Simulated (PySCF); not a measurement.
SMILES [CH3][Al]([O]C)[O]C (C3H9AlO2) (GFN2-xTB optimised geometry):

```
15

Al    -0.514    -0.521     0.000
C     -1.422    -2.296    -0.002
H     -2.503    -2.192     0.018
H     -1.115    -2.887     0.859
H     -1.147    -2.867    -0.887
O      1.139    -0.521     0.000
C      2.534    -0.495    -0.001
H      2.916    -0.997    -0.894
H      2.898     0.536     0.007
H      2.917    -1.010     0.884
O     -1.448     0.843     0.000
C     -2.232     1.996    -0.003
H     -1.603     2.887    -0.074
H     -2.917     1.980    -0.855
H     -2.818     2.051     0.919
```

Computed with B3LYP/def2-TZVP in PySCF.

What are the frontier orbital energies and the dipole moment?

HOMO-2 -7.60 eV, HOMO-1 -7.42 eV, HOMO -7.41 eV, LUMO -0.07 eV, LUMO+1 0.42 eV; dipole moment 0.79 D.

On the same geometry PBE/def2-TZVP run with PySCF gives HOMO-2 -6.29 eV, HOMO-1 -6.23 eV, HOMO -6.08 eV, LUMO -0.62 eV, LUMO+1 -0.14 eV; dipole moment 0.68 D.

Meta-Löwdin charges at B3LYP/def2-TZVP: Al1 1.10, C2 -0.65, H3 0.12, H4 0.12, H5 0.12, O6 -0.64, C7 -0.08, H8 0.10, H9 0.10, H10 0.10, O11 -0.64, C12 -0.08, H13 0.10, H14 0.10, H15 0.10.
